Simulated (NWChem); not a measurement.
Molecule: Si2H2, singlet; SMILES [Si]=[SiH2]

Program: NWChem. Pople sets run with spherical d functions. Low-valent species are run as closed-shell singlets; no triplet was tried in these runs. Each level has its own optimisation; frequencies are unscaled.

| level | r Si–Si (Å) | r H–Si (Å) | highest harmonic frequency (cm⁻¹) | lowest (cm⁻¹) | zero-point energy (kcal/mol) |
|---|---|---|---|---|---|
| BP86/def2-TZVP | 2.214 | 1.498 | 2156 | 214 | 8.8 |
| Hartree-Fock/6-31G* | 2.187 | 1.474 | 2395 | 355 | 10.2 |
| CAM-B3LYP/def2-SVP | 2.182 | 1.488 | 2261 | 325 | 9.5 |
| PBE-D3(BJ)/def2-SVP | 2.217 | 1.507 | 2159 | ___ | 8.8 |

Task: Fill in the missing entries.

Result: 
- PBE-D3(BJ)/def2-SVP, lowest (cm⁻¹): 205
